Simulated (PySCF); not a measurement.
Zn(Br)(I), SMILES [Zn]([I])[Br] at its B3LYP/def2-SVP optimised geometry (Å):

```
3

Zn     0.0946     0.0028     0.0000
Br     2.3446     0.0028     0.0000
I     -2.3446    -0.0028     0.0004
```

Level of theory: B3LYP/def2-TZVP, def2 effective core potentials past Kr (PySCF). The core electrons that the potentials of I replace are not part of the density. Cells within 0.4 Å of a nucleus heavier than hydrogen are left out (blank, or x).

Map of the LUMO amplitude (bohr^(-3/2)) on the plane z = 0.0 Å; orbital energy -2.29 eV, overall sign arbitrary:

```
|555555555555555555555555555|
|555555555555555555555555555|
|555555555555555555555555555|
|555555555555555555555555555|
|555555555555555555555555555|
|555555555555555555555555555|
|555555555555666655555555555|
|555555555556666665555555555|
|555555545556676665555555555|
|566665444556777765545566655|
|666665433457888765434566665|
|667776421357877764224677666|
|677885x612578x486303x787766|
|678881xx11589xx9620xx698766|
|677885x612578x486303x787766|
|667776421357877764224677665|
|666665433457888765434566665|
|566665444556777765545566655|
|555555545556676665555555555|
|555555555556666665555555555|
|555555555555666555555555555|
|555555555555555555555555555|
|555555555555555555555555555|
|555555555555555555555555555|
|555555555555555555555555555|
|555555555555555555555555555|
|555555555555555555555555555|
```
Scale: ten equal steps from -0.125 (start of '0') to 0.113 (end of '9'), in the order '0123456789'; x runs from -4.50 to 4.50, y from -4.50 (bottom) to 4.50 (top).
